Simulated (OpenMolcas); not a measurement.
3d along the 19-electron sequence

```
Program             : OpenMolcas
Method              : SS-CASPT2, IPEA 0.25 Eh, imaginary shift 0.1 Eh
Basis               : ANO-RCC-VQZP
Scalar Hamiltonian  : DKH2, point nucleus
Spin-orbit coupling : state interaction with AMFI integrals over the reference wave functions, term energies averaged over their components
```

Active space for each ion: 1 electron in 10 orbitals (3d 4d); closed shells correlated by CASPT2: 3s 3p.

Computed levels in cm-1 above ²D_3/2:

```csv
Level,V4+,Cr5+,Mn6+,Fe7+
²D_5/2,596,909,1300,1810
weight of ²D in the lowest level (%),100,100,100,100
```

Measured, with the error of the calculation in %. Measured levels: V4+ from Sugar and Corliss, J. Phys. Chem. Ref. Data 7, 1191 (1978); Cr5+ from Sugar and Corliss, J. Phys. Chem. Ref. Data 6, 317 (1977); Mn6+ from Corliss and Sugar, J. Phys. Chem. Ref. Data 6, 1253 (1977); Fe7+ from Corliss and Sugar, J. Phys. Chem. Ref. Data 11, 135 (1982).

```csv
Level,V4+,Cr5+,Mn6+,Fe7+
²D_5/2,625 (-4.6),940 (-3.3),1350 (-3.7),1836 (-1.4)
```

The fine-structure level ²D_5/2 changes by a factor of 3.04 from V4+ to Fe7+. Its fourth root runs 4.94, 5.49, 6.00, 6.52, with steps per unit of Z of 0.55, 0.51, 0.52; equal steps would mean a (Z - σ)^4 law with constant σ.

CASPT2 does not keep the components of a term degenerate, so their means are used; among the terms shown or strongly mixed into the levels shown the widest spread is 11 cm-1 (3d ²D, Fe7+). With one active electron outside closed inactive shells, the extra shells (4d) add no correlation to the reference. With one active electron, CASPT2 adds the correlation within the correlated inactive shells and between them and that electron, and leaves the splitting within a term as the reference gives it. Measured partners are found by configuration, term and J. A level has none where our copy of the source lacks it or the pairing is in doubt (some pairs that miss far off the trend of their configuration count as doubtful), and it then counts in no deviation. Only configurations of the active space appear.
